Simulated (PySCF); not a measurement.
C3H10FNSi. Atoms are numbered in the order given.

```xyz
16

C     -1.5534    -0.6794    -1.2366
C     -0.5779    -0.4573    -0.0926
C     -1.2702    -0.3395     1.2560
F      0.2619    -1.6094    -0.0248
Si     0.6672     0.9704    -0.4146
N      1.8668     1.1374     0.8232
H     -2.2251     0.1866    -1.3490
H     -1.0198    -0.8290    -2.1879
H     -2.1713    -1.5732    -1.0467
H     -1.9496     0.5276     1.2713
H     -1.8599    -1.2475     1.4657
H     -0.5301    -0.2138     2.0613
H     -0.0784     2.2622    -0.4900
H      1.3312     0.6624    -1.7125
H      2.4894     0.3599     1.0231
H      1.6573     1.6586     1.6684
```
Charge 0, spin multiplicity 1.

The structure is a stationary point at B3LYP-D3(BJ)/def2-SVP. This is a generated structure with no PubChem entry under its InChIKey; it may be hypothetical. The values are those of a single conformer.

Computed with M06-2X/def2-TZVP run with PySCF.

ESP charges are fitted to the potential on shells at 1.4 to 2.0 van der Waals radii. Atomic charges (e):

```json
[
 {"atom": "C1", "Mulliken": "-0.43", "ESP fit": "…", "IAO": "-0.42", "Löwdin": "-0.29"},
 {"atom": "C2", "Mulliken": "0.07", "ESP fit": "…", "IAO": "0.04", "Löwdin": "-0.49"},
 {"atom": "C3", "Mulliken": "-0.45", "ESP fit": "…", "IAO": "-0.42", "Löwdin": "-0.29"},
 {"atom": "F4", "Mulliken": "-0.26", "ESP fit": "…", "IAO": "-0.37", "Löwdin": "0.07"},
 {"atom": "Si5", "Mulliken": "0.40", "ESP fit": "0.58", "IAO": "0.94", "Löwdin": "0.25"},
 {"atom": "N6", "Mulliken": "-0.70", "ESP fit": "-1.01", "IAO": "-0.87", "Löwdin": "-0.28"},
 {"atom": "H7", "Mulliken": "0.15", "ESP fit": "0.17", "IAO": "0.14", "Löwdin": "0.13"},
 {"atom": "H8", "Mulliken": "0.16", "ESP fit": "0.18", "IAO": "0.15", "Löwdin": "0.13"},
 {"atom": "H9", "Mulliken": "0.15", "ESP fit": "0.21", "IAO": "0.14", "Löwdin": "0.13"},
 {"atom": "H10", "Mulliken": "0.15", "ESP fit": "0.15", "IAO": "0.14", "Löwdin": "0.13"},
 {"atom": "H11", "Mulliken": "0.15", "ESP fit": "0.17", "IAO": "0.14", "Löwdin": "0.13"},
 {"atom": "H12", "Mulliken": "0.14", "ESP fit": "0.12", "IAO": "0.14", "Löwdin": "0.13"},
 {"atom": "H13", "Mulliken": "-0.03", "ESP fit": "-0.12", "IAO": "-0.15", "Löwdin": "-0.03"},
 {"atom": "H14", "Mulliken": "-0.02", "ESP fit": "-0.10", "IAO": "-0.14", "Löwdin": "-0.03"},
 {"atom": "H15", "Mulliken": "0.26", "ESP fit": "…", "IAO": "0.27", "Löwdin": "0.16"},
 {"atom": "H16", "Mulliken": "0.25", "ESP fit": "…", "IAO": "0.27", "Löwdin": "0.16"}
]
```

Task: Some entries are withheld; supply them. (Estimate from the structure and the level; the computed values follow.)

Result: 
- C1, ESP fit: -0.72
- C2, ESP fit: 0.43
- C3, ESP fit: -0.55
- F4, ESP fit: -0.28
- H15, ESP fit: 0.39
- H16, ESP fit: 0.39

Computed Mayer and Wiberg (Löwdin basis) orders of the bonds:
```json
[
 {"bond": "C1–C2", "Mayer": "0.96", "Wiberg": "1.25"},
 {"bond": "C2–C3", "Mayer": "0.96", "Wiberg": "1.25"},
 {"bond": "C2–F4", "Mayer": "0.91", "Wiberg": "1.47"},
 {"bond": "C2–Si5", "Mayer": "0.92", "Wiberg": "0.95"},
 {"bond": "Si5–N6", "Mayer": "1.11", "Wiberg": "1.52"},
 {"bond": "C1–H7", "Mayer": "0.95", "Wiberg": "0.89"},
 {"bond": "C1–H8", "Mayer": "0.97", "Wiberg": "0.89"},
 {"bond": "C1–H9", "Mayer": "0.96", "Wiberg": "0.89"},
 {"bond": "C3–H10", "Mayer": "0.95", "Wiberg": "0.89"},
 {"bond": "C3–H11", "Mayer": "0.96", "Wiberg": "0.89"},
 {"bond": "C3–H12", "Mayer": "0.97", "Wiberg": "0.89"},
 {"bond": "Si5–H13", "Mayer": "0.96", "Wiberg": "0.92"},
 {"bond": "Si5–H14", "Mayer": "0.97", "Wiberg": "0.92"},
 {"bond": "N6–H15", "Mayer": "0.91", "Wiberg": "0.95"},
 {"bond": "N6–H16", "Mayer": "0.91", "Wiberg": "0.96"}
]
```
